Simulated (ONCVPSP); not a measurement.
**Which change was made? (Ba, ONCV)**

Ba (Z = 56), optimised norm-conserving Vanderbilt (ONCV), made with ONCVPSP 4.0.1 (LDA (Perdew-Zunger), scalar-relativistic). Core [Kr] 4d10, reference 5s2 5p6 6s1.5 6p0.5. Waves: 5s+6s: rc 2.75 bohr, ncon 4, nbas 8, qcut 3.9 1/bohr, 2 projectors; 5p+6p: rc 2.75 bohr, ncon 5, nbas 8, qcut 5.8 1/bohr, 2 projectors; d scattering state at 0.05 Ha: rc 3.00 bohr, ncon 3, nbas 7, qcut 3.8 1/bohr, 3 projectors, debl 1.5 Ha. Local part: polynomial inside 1.80 bohr (lpopt 5, dvloc0 1 Ha). Core correction: Teter function, fcfact 2.5, rcfact 1.8.

Cutoffs, loose and tight: the cutoffs (Ha) at which the residual kinetic energy of the hardest occupied pseudo-wave falls to 1 and 0.1 mHa per electron. They do not see the model core or the augmentation charge, which bear on the density cutoff. Test errors are all-electron minus pseudo excitation energies from the reference, over the configurations 5s2 5p6 6s2 6p0; 5s2 5p6 6s1 6p0; 5s2 5p6 6s0 6p0; 5s1 5p6 6s2 6p0; variants that change the core or the reference have their own tests.

The base gives: outcome: generated; cutoff, loose: 10 Ha; cutoff, tight: 13 Ha; bound ghosts: none; GHOST(+) flags above zero: s; largest test error (meV): -229.

After one change the result is: outcome: generated; cutoff, loose: 13 Ha; cutoff, tight: 34 Ha; bound ghosts: none; GHOST(+) flags above zero: s, p; largest test error (meV): -99. Which change was it?
A. all radii but the core radius scaled by about 0.79 (s 2.16, p 2.16, d 2.36 bohr); local potential polynomial inside 1.42 bohr (lpopt 5, dvloc0 1 Ha)
B. all radii but the core radius scaled by about 1.17 (s 3.22, p 3.22, d 3.52 bohr); local potential polynomial inside 2.12 bohr (lpopt 5, dvloc0 1 Ha)
C. all radii but the core radius scaled by about 1.31 (s 3.60, p 3.60, d 3.94 bohr); local potential polynomial inside 2.36 bohr (lpopt 5, dvloc0 1 Ha)
D. all radii but the core radius scaled by about 0.92 (s 2.52, p 2.52, d 2.74 bohr); local potential polynomial inside 1.64 bohr (lpopt 5, dvloc0 1 Ha)

A. The others give: all radii but the core radius scaled by about 1.17 (s 3.22, p 3.22, d 3.52 bohr); local potential polynomial inside 2.12 bohr (lpopt 5, dvloc0 1 Ha) → outcome: generated, projector energies reset by the program; cutoff, loose: 7.8 Ha; cutoff, tight: 11 Ha; bound ghosts: none; GHOST(+) flags above zero: none; largest test error (meV): -332 | all radii but the core radius scaled by about 1.31 (s 3.60, p 3.60, d 3.94 bohr); local potential polynomial inside 2.36 bohr (lpopt 5, dvloc0 1 Ha) → outcome: generated, projector energies reset by the program; cutoff, loose: 4.3 Ha; cutoff, tight: 6.8 Ha; bound ghosts: none; GHOST(+) flags above zero: none; largest test error (meV): -373 | all radii but the core radius scaled by about 0.92 (s 2.52, p 2.52, d 2.74 bohr); local potential polynomial inside 1.64 bohr (lpopt 5, dvloc0 1 Ha) → outcome: generated; cutoff, loose: 11 Ha; cutoff, tight: 14 Ha; bound ghosts: none; GHOST(+) flags above zero: s; largest test error (meV): -178.
